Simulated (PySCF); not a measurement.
Compound: C2H7O2PSi.
Bonds: P1–Si2, Si2–O3, O3–C4, C4–C5, C5–O6, Si2–O6. Hydrogens: H7, H8 on P1; H9 on Si2; H10, H11 on C4; H12, H13 on C5.

Method: PBE0-D3(BJ)/def2-SVP geometry optimisation, gas phase (PySCF 2.14.0); density fitting, grid level 1; the optimiser is geomeTRIC in internal coordinates, started from a GFN2-xTB structure with every atom displaced at random (about 0.01 Å).

Step 2: E = -23426.5997 eV
```
atom  x, y, z in Å  |  force x, y, z in eV/Å
P1      2.4480    0.9558   -0.8337    0.052  -0.020  -0.010
Si2     0.8045   -0.3339   -0.0013    0.006   0.066  -0.009
O3     -0.4546   -0.5445   -1.0850   -0.138  -0.008   0.135
C4     -1.6119    0.1378   -0.6207    0.133  -0.079  -0.079
C5     -1.4360    0.4066    0.8856   -0.043   0.035  -0.050
O6     -0.0530    0.5432    1.1418    0.059  -0.057   0.003
H7      3.2943    0.7102    0.2961   -0.032  -0.001  -0.027
H8      3.0042   -0.1317   -1.5834   -0.022   0.028   0.041
H9      1.2701   -1.6562    0.5057    0.023   0.004  -0.011
H10    -2.4976   -0.4877   -0.8141   -0.031   0.034  -0.002
H11    -1.7283    1.0812   -1.1825    0.006   0.027   0.019
H12    -1.9524    1.3304    1.1906   -0.027  -0.013  -0.003
H13    -1.8521   -0.4258    1.4835    0.012  -0.017  -0.005
```

Step 3: E = -23426.6046 eV
```
atom  x, y, z in Å  |  force x, y, z in eV/Å
P1      2.4355    0.9597   -0.8424   -0.033   0.042  -0.019
Si2     0.8052   -0.3384    0.0022    0.044   0.036   0.011
O3     -0.4595   -0.5647   -1.0705   -0.048  -0.059   0.043
C4     -1.6037    0.1397   -0.6215    0.004  -0.020  -0.049
C5     -1.4360    0.4041    0.8844   -0.042   0.048  -0.004
O6     -0.0525    0.5308    1.1492    0.004  -0.029   0.017
H7      3.2788    0.7199    0.2858    0.021  -0.001   0.043
H8      2.9898   -0.1328   -1.5772    0.023  -0.037  -0.029
H9      1.2890   -1.6541    0.5094    0.017   0.003  -0.022
H10    -2.5020   -0.4673   -0.8194   -0.011   0.044  -0.017
H11    -1.6987    1.0876   -1.1819    0.012   0.000   0.017
H12    -1.9494    1.3297    1.1893   -0.018  -0.018  -0.001
H13    -1.8615   -0.4290    1.4750    0.026  -0.009   0.007
```

Step 4: E = -23426.6103 eV
```
atom  x, y, z in Å  |  force x, y, z in eV/Å
P1      2.4092    0.9651   -0.8593   -0.077   0.066  -0.015
Si2     0.8054   -0.3495    0.0115    0.061  -0.009   0.031
O3     -0.4701   -0.6079   -1.0412    0.065  -0.114  -0.061
C4     -1.5896    0.1422   -0.6226   -0.148   0.072   0.032
C5     -1.4398    0.4001    0.8848   -0.009   0.032   0.017
O6     -0.0559    0.5058    1.1652   -0.025   0.010   0.020
H7      3.2536    0.7454    0.2702    0.046   0.007   0.069
H8      2.9706   -0.1336   -1.5758    0.044  -0.061  -0.058
H9      1.3251   -1.6534    0.5128    0.002  -0.001  -0.020
H10    -2.5112   -0.4233   -0.8369    0.010   0.026  -0.025
H11    -1.6367    1.0958   -1.1813    0.020  -0.013   0.013
H12    -1.9456    1.3301    1.1891   -0.008  -0.012  -0.007
H13    -1.8801   -0.4316    1.4663    0.021  -0.003   0.004
```

Q: Estimate the geometry and energy of step 5. (The exact step hangs on the optimiser's Hessian estimate; all steps are aligned on step 4, rigid shifts and turns removed.)

A: E = -23426.6135 eV, largest force 0.197 eV/Å
```
atom  x, y, z in Å  |  force x, y, z in eV/Å
P1      2.3841    0.9682   -0.8725   -0.055   0.031  -0.003
Si2     0.8046   -0.3633    0.0202    0.038  -0.028   0.023
O3     -0.4798   -0.6460   -1.0174    0.090  -0.103  -0.086
C4     -1.5795    0.1436   -0.6222   -0.156   0.102   0.063
C5     -1.4432    0.3978    0.8862    0.016   0.005   0.010
O6     -0.0592    0.4845    1.1783   -0.027   0.026   0.017
H7      3.2345    0.7738    0.2594    0.027   0.011   0.037
H8      2.9601   -0.1314   -1.5799    0.030  -0.029  -0.033
H9      1.3509   -1.6584    0.5142   -0.009  -0.003  -0.010
H10    -2.5179   -0.3853   -0.8549    0.019   0.002  -0.017
H11    -1.5824    1.1001   -1.1786    0.021  -0.013   0.002
H12    -1.9410    1.3328    1.1879   -0.001  -0.004  -0.005
H13    -1.8962   -0.4309    1.4619    0.010   0.000   0.002
```

The energy changes by -0.0032 eV. The first-order estimate −F·Δx gives -0.0039 eV and the mean of the old and new forces, exact on a quadratic surface, -0.0027 eV. The step makes an angle of 83° with the force vector and moves no atom by more than 0.055 Å.

What follows is the cost of the whole optimisation. The run took 2.0 min wall on Arm Neoverse V1, one thread, shared host with 32 logical CPUs at a one-minute load of 15, and the process peaked at 0.54 GiB of memory.
